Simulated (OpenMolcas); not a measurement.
**How basis sets differ on B2H2F2 (SMILES FBBF)**

B2H2F2 has 6 atoms, charge 0, and is taken as a singlet. SMILES: `FBBF`. The shape is that of a GFN2-xTB optimisation. This is one conformer, not always the lowest.

Each level gives the HOMO–LUMO gap (eV). The values are calculated.

```
               level          kind     program  value (eV)
   HF/ANO-R0 (sfX2C)  Hartree–Fock  OpenMolcas       12.07
HF/ANO-RCC-MB (DKH2)  Hartree–Fock  OpenMolcas       12.99
           HF/STO-3G  Hartree–Fock  OpenMolcas       14.41
            HF/3-21G  Hartree–Fock  OpenMolcas       12.80
         HF/def2-SVP  Hartree–Fock  OpenMolcas       12.87
        HF/def2-SVPD  Hartree–Fock  OpenMolcas       12.80
```

The values span 12.07 to 14.41 eV. A Hartree–Fock LUMO above zero doesn't converge with the basis: it sinks as sets grow more diffuse. Orbital gaps aren't excitation energies.
